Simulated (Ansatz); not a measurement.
One geometry of Si₆H₁₁⁻, a cluster with a defect cut from the lattice of silicon (one cap removed), several levels of theory.

```yaml
crystal:
  periodic: [false, false, false]
  atoms:
    - {symbol: Si, position_ang: [-0.722587, -0.815909, 2.075941]}
    - {symbol: Si, position_ang: [2.072459, -0.823637, -0.723554]}
    - {symbol: Si, position_ang: [-0.651095, 1.863140, -0.655302]}
    - {symbol: Si, position_ang: [-2.058510, 0.496921, 0.648129]}
    - {symbol: Si, position_ang: [0.646224, 0.489363, -2.060977]}
    - {symbol: Si, position_ang: [0.746376, -2.063389, 0.750959]}
    - {symbol: H, position_ang: [-1.568569, -1.747222, 2.906299]}
    - {symbol: H, position_ang: [0.020570, 0.103722, 3.017174]}
    - {symbol: H, position_ang: [2.899005, -1.759627, -1.568098]}
    - {symbol: H, position_ang: [3.017322, 0.095527, 0.015563]}
    - {symbol: H, position_ang: [-1.456170, 2.851341, -1.461729]}
    - {symbol: H, position_ang: [0.267204, 2.634925, 0.259260]}
    - {symbol: H, position_ang: [-2.849190, -0.406789, -0.263319]}
    - {symbol: H, position_ang: [-3.026049, 1.331547, 1.449523]}
    - {symbol: H, position_ang: [-0.268999, -0.413997, -2.847656]}
    - {symbol: H, position_ang: [1.448468, 1.318983, -3.032097]}
    - {symbol: H, position_ang: [1.483550, -3.154890, 1.489884]}
basis:
  gaussian: {orbitals: def2-TZVPD, initial_orbitals: start.molden}
total_charge: -1
magnetization: {spin_polarized: true, initial_magnetization: 2}
hamiltonian: {xc: pbe, dispersion: d4}
scf: {omitted_lower_state_checks: [starts]}
output: {orbitals: {seedname: orbitals}}
```

The file start.molden holds the orbitals of an earlier run on this structure, at another level or in another basis.

```sh
$ ansatz run in.yaml --threads 4 --pin off --events-out ev --progress --plain --max-ram 4787MiB
```

Shortened log:

```
Functional definition: PBE
2211 factors; their error is unknown
mean field evaluation 1: about -47420.6802 eV, gradient 1.1e1 eV
mean field evaluation 2: about -47420.8713 eV, gradient 3.0e-1 eV
mean field evaluation 4: about -47420.8382 eV, gradient 4.2e-3 eV
mean field evaluation 8: about -47420.8382 eV, gradient 4.2e-5 eV
mean field -47420.83822339 eV, -1742.6836617109 hartree, gradient 7.1e-6 eV, S^2 2.005153; 0 other end points of the search recorded, 0 dependent functions left out
reference -47420.83831581 eV, -1742.6836651072 hartree; 49, 47 occupied and 308, 310 virtual orbitals, 2211 factors
Total energy: -47421.56826121 eV, -1742.7104901059 hartree
Checks for a lower state left out: starts
```

Hardware: 4 threads of Intel Xeon 6975P-C on a shared host. Wall time 9 s, peak host memory 1 GiB.

As the first input, with `gaussian: {orbitals: def2-TZVPD}`, `hamiltonian: {xc: pbe0, dispersion: d4}` (abridged; 19 s):

```
Functional definition: PBE0
the host lacks memory for fits, so the integrals are decomposed
mean field evaluation 16: about -47425.5642 eV, gradient 2.0e-3 eV
mean field -47425.56415155 eV, -1742.8573363673 hartree, gradient 1.9e-5 eV, S^2 2.007073
Total energy: -47426.20750627 eV, -1742.8809792173 hartree
Checks for a lower state left out: starts
```

Geometry: PBE-D4/def2-SVP, that of the neutral doublet.

At PBE-D4/def2-TZVPD, PBE0-D4/def2-TZVPD the highest occupied level of the charge -1 triplet lies above zero (up to 1.77 eV). Energy differences put its binding near zero (0.05 eV; vertical, to the charge 0 doublet, at PBE-D4/def2-TZVPD), which leaves it undecided. At PBE0-D4/def2-TZVPD a singlet of charge -1 lies 1.77 eV below the triplet at the same geometry.
